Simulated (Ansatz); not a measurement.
**BH8OSi2+: where a starting geometry ends**

The starting geometry of this gas-phase singlet was optimised with GFN2-xTB; its bonds are those of `[SiH2+][BH2-][OH+][SiH3]`.

```yaml
atoms:
  - { symbol: B, position_ang: [-0.6767, -1.9503, -2.6624] }
  - { symbol: O, position_ang: [-0.1240, -0.6206, -1.9678] }
  - { symbol: Si, position_ang: [0.4451, -3.4673, -2.0770] }
  - { symbol: Si, position_ang: [-0.9346, 0.3880, -0.8267] }
  - { symbol: H, position_ang: [1.6759, -3.4330, -1.2679] }
  - { symbol: H, position_ang: [0.2363, -4.8960, -2.3296] }
  - { symbol: H, position_ang: [-0.6296, -1.7823, -3.8361] }
  - { symbol: H, position_ang: [-1.7944, -2.0807, -2.2934] }
  - { symbol: H, position_ang: [0.5342, -0.2119, -2.5351] }
  - { symbol: H, position_ang: [0.1454, 1.3316, -0.5706] }
  - { symbol: H, position_ang: [-1.2070, -0.5752, 0.2316] }
  - { symbol: H, position_ang: [-2.1089, 0.9347, -1.4897] }
```

Q: Predict what becomes of its bonds when it is optimised with B3LYP/6-31G*.

A: A new bond forms, giving a structure with H8 bridging B1 and Si3, given below by its coordinates. Distances that change by over a tenth: B1–H8 (1.18 → 1.37 Å). Contacts that close: Si3–H8 (2.64 → 1.73 Å).

The energy falls by 0.34 eV over 45 steps:

| step | E − E(last) (eV) |
| --- | --- |
| 1 | 0.339 |
| 6 | 0.174 |
| 11 | 0.171 |
| 16 | 0.170 |
| 21 | 0.157 |
| 25 | 0.098 |
| 30 | 0.079 |
| 35 | 0.025 |
| 40 | 0.000 |
| 45 | 0.000 |

Final geometry (Å):

```xyz
12

B    -0.5293   -1.9621   -2.2636
O    -0.0406   -0.6887   -1.6528
Si    0.5604   -3.4661   -2.6610
Si   -1.1126    0.7003   -1.1757
H     1.8771   -3.6725   -2.0179
H    -0.1283   -4.6965   -3.0892
H    -1.6595   -1.8889   -2.6161
H    -0.4476   -2.9826   -1.3461
H     0.9206   -0.5687   -1.5461
H    -0.1079    1.6397   -0.6493
H    -2.0155    0.1162   -0.1728
H    -1.7551    1.1069   -2.4341
```

Frequencies at the end are all real (lowest 57 cm⁻¹). Run with Ansatz 0.2.0, 6 min on 1 thread of AMD EPYC (Zen 3), with other jobs on the host.
